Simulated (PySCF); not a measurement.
Computed shifts of a molecule C3H5ClSi, PBE/pcSseg-1 (PySCF), GIAO, gas phase, atoms alike by connectivity averaged where their shifts nearly agree, in ppm (number of nuclei): ¹³C: 103.4 (1), 88.2 (1), 6.2 (1). ²⁹Si: -14.4 (1). ¹H: 5.64 (1), 2.70 (1), 0.88 (3). References: ¹³C against TMS (σ = 182.0 ppm); ²⁹Si against TMS (σ = 335.4 ppm); ³⁵Cl against HCl (σ = 936.5 ppm); ¹H against TMS (σ = 31.49 ppm), references at their B3LYP-D3(BJ)/def2-TZVP geometries, non-relativistic (without spin–orbit terms, shifts of atoms bonded to Cl or Br come out too high). Geometry: B3LYP-D3(BJ)/def2-SVP. Other conformers were not sampled.

### Question
Which molecule gave these data?
A. C#C[Si@@H](C)Cl
B. ClC1=C[SiH2]C1
C. C=C=C([SiH3])Cl
D. Cl[Si@@H]1C=CC1

### Answer
A, C#C[Si@@H](C)Cl
